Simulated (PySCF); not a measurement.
CH4O2Si, singlet, geometry from GFN2-xTB; CCSD(T)/cc-pVDZ in PySCF.

PySCF was given this input:
```python
from pyscf import gto, scf, cc

mol = gto.Mole()
mol.atom = '''
    Si    0.53392228   -0.10294441    0.69974242
    O     1.72901175    0.69332939   -0.03723887
    H     1.64976420    1.05709097   -0.92255099
    O    -0.60526763   -0.01574899   -0.49406860
    C    -1.89535238   -0.51551520   -0.50915252
    H    -2.59944965    0.30479073   -0.67462531
    H    -1.99613842   -1.23570162   -1.32614579
    H    -2.14692677   -1.01251024    0.43230314
'''
mol.basis = 'cc-pvdz'
mol.verbose = 4
mol.max_memory = 1800
mol.build()

mf = scf.RHF(mol)
mf.kernel()

mycc = cc.CCSD(mf, frozen=8)
mycc.kernel()
et = mycc.ccsd_t()
print('E(CCSD(T)) = %.10f' % (mycc.e_tot + et))
```

Write the output that PySCF gives for this input, abridged.


```
PySCF version 2.14.0

[INPUT] verbose = 4
[INPUT] num. atoms = 8
[INPUT] num. electrons = 40
[INPUT] charge = 0
[INPUT] spin (= nelec alpha-beta = 2S) = 0
[INPUT] symmetry False subgroup None
[INPUT] Mole.unit = angstrom
[INPUT] Symbol           X                Y                Z      unit          X                Y                Z       unit  Magmom
[INPUT]  1 Si     0.533922280000  -0.102944410000   0.699742420000 AA    1.008966881003  -0.194536740955   1.322321531540 Bohr   0.0
[INPUT]  2 O      1.729011750000   0.693329390000  -0.037238870000 AA    3.267358673655   1.310202661212  -0.070371265488 Bohr   0.0
[INPUT]  3 H      1.649764200000   1.057090970000  -0.922550990000 AA    3.117602508112   1.997612422051  -1.743368707046 Bohr   0.0
[INPUT]  4 O     -0.605267630000  -0.015748990000  -0.494068600000 AA   -1.143790052765  -0.029761277839  -0.933654340747 Bohr   0.0
[INPUT]  5 C     -1.895352380000  -0.515515200000  -0.509152520000 AA   -3.581696907743  -0.974182541050  -0.962158818432 Bohr   0.0
[INPUT]  6 H     -2.599449650000   0.304790730000  -0.674625310000 AA   -4.912247913097   0.575971005006  -1.274857072600 Bohr   0.0
[INPUT]  7 H     -1.996138420000  -1.235701620000  -1.326145790000 AA   -3.772154920522  -2.335137633481  -2.506052344345 Bohr   0.0
[INPUT]  8 H     -2.146926770000  -1.012510240000   0.432303140000 AA   -4.057103604797  -1.913367051918   0.816934537390 Bohr   0.0

nuclear repulsion = 163.548038955231
number of shells = 32
number of NR pGTOs = 147
number of NR cGTOs = 80
basis = cc-pvdz
ecp = {}

******** <class 'pyscf.scf.hf.RHF'> ********
method = RHF
initial guess = minao
damping factor = 0
level_shift factor = 0
DIIS = <class 'pyscf.scf.diis.CDIIS'>
diis_start_cycle = 1
diis_space = 8
diis_damp = 0
SCF conv_tol = 1e-09
SCF conv_tol_grad = None
SCF max_cycles = 50
direct_scf = True
direct_scf_tol = 1e-13
Set gradient conv threshold to 3.16228e-05
Initial guess from minao.
init E= -479.302180078909
  HOMO = -0.262351588434801  LUMO = 0.00281690814104252  gap/eV = 7.21560
cycle= 1 E= -478.807468442301  delta_E= 0.495  |g|= 0.659  |ddm|= 2.47
  HOMO = -0.339471573994869  LUMO = 0.0895753348757404  gap/eV = 11.67496
cycle= 2 E= -478.872662403704  delta_E= -0.0652  |g|=  0.4  |ddm|= 0.655
  HOMO = -0.351929972603898  LUMO = 0.0847675909643311  gap/eV = 11.88315
cycle= 3 E= -478.902341834788  delta_E= -0.0297  |g|= 0.0473  |ddm|= 0.24
  HOMO = -0.347562391733035  LUMO = 0.0901501501985762  gap/eV = 11.91076
cycle= 4 E= -478.903176128193  delta_E= -0.000834  |g|= 0.0103  |ddm|= 0.0699
  HOMO = -0.347894219210922  LUMO = 0.0900687340506789  gap/eV = 11.91758
cycle= 5 E= -478.903222639401  delta_E= -4.65e-05  |g|= 0.00359  |ddm|= 0.0174
  HOMO = -0.347855233478319  LUMO = 0.0900115262682832  gap/eV = 11.91496
cycle= 6 E= -478.903227811994  delta_E= -5.17e-06  |g|= 0.0012  |ddm|= 0.00558
  HOMO = -0.347814774966706  LUMO = 0.0900453877444054  gap/eV = 11.91478
cycle= 7 E= -478.903228512839  delta_E= -7.01e-07  |g|= 0.000383  |ddm|= 0.0023
  HOMO = -0.347781799644007  LUMO = 0.0900645287366002  gap/eV = 11.91441
cycle= 8 E= -478.903228581549  delta_E= -6.87e-08  |g|= 9.46e-05  |ddm|= 0.000661
  HOMO = -0.347776564765026  LUMO = 0.0900640229813838  gap/eV = 11.91425
cycle= 9 E= -478.903228587085  delta_E= -5.54e-09  |g|= 1.62e-05  |ddm|= 0.000222
  HOMO = -0.3477740636201  LUMO = 0.0900643298175008  gap/eV = 11.91419
cycle= 10 E= -478.903228587262  delta_E= -1.77e-10  |g|= 4.54e-06  |ddm|= 3.2e-05
  HOMO = -0.34777442191363  LUMO = 0.0900637770976971  gap/eV = 11.91418
Extra cycle  E= -478.903228587275  delta_E= -1.38e-11  |g|= 2e-06  |ddm|= 6.05e-06
converged SCF energy = -478.903228587275

******** <class 'pyscf.cc.ccsd.CCSD'> ********
CC2 = 0
CCSD nocc = 12, nmo = 72
frozen orbitals 8
max_cycle = 50
direct = 0
conv_tol = 1e-07
conv_tol_normt = 1e-05
diis_space = 6
diis_start_cycle = 0
diis_start_energy_diff = 1e+09
Init t2, MP2 energy = -479.49667039047  E_corr(MP2) -0.593441803194238
Init E_corr(CCSD) = -0.593441803196158
cycle = 1  E_corr(CCSD) = -0.60681926476974  dE = -0.0133774616  norm(t1,t2) = 0.0729596
cycle = 2  E_corr(CCSD) = -0.62349854081579  dE = -0.016679276  norm(t1,t2) = 0.0241702
cycle = 3  E_corr(CCSD) = -0.624863463824973  dE = -0.00136492301  norm(t1,t2) = 0.0134144
cycle = 4  E_corr(CCSD) = -0.627899776695809  dE = -0.00303631287  norm(t1,t2) = 0.00547248
cycle = 5  E_corr(CCSD) = -0.6278379538633  dE = 6.18228325e-05  norm(t1,t2) = 0.00130993
cycle = 6  E_corr(CCSD) = -0.627717469874081  dE = 0.000120483989  norm(t1,t2) = 0.00051098
cycle = 7  E_corr(CCSD) = -0.627714500861352  dE = 2.96901273e-06  norm(t1,t2) = 0.000169535
cycle = 8  E_corr(CCSD) = -0.62772468077139  dE = -1.017991e-05  norm(t1,t2) = 5.14717e-05
cycle = 9  E_corr(CCSD) = -0.627724386851801  dE = 2.93919589e-07  norm(t1,t2) = 2.3211e-05
cycle = 10  E_corr(CCSD) = -0.627724625314205  dE = -2.38462404e-07  norm(t1,t2) = 7.22803e-06
cycle = 11  E_corr(CCSD) = -0.627724641425813  dE = -1.61116077e-08  norm(t1,t2) = 3.18091e-06
CCSD converged
E(CCSD) = -479.5309532287012  E_corr = -0.6277246414258129
CCSD(T) correction = -0.0160237307356485
E(CCSD(T)) = -479.5469769594
```
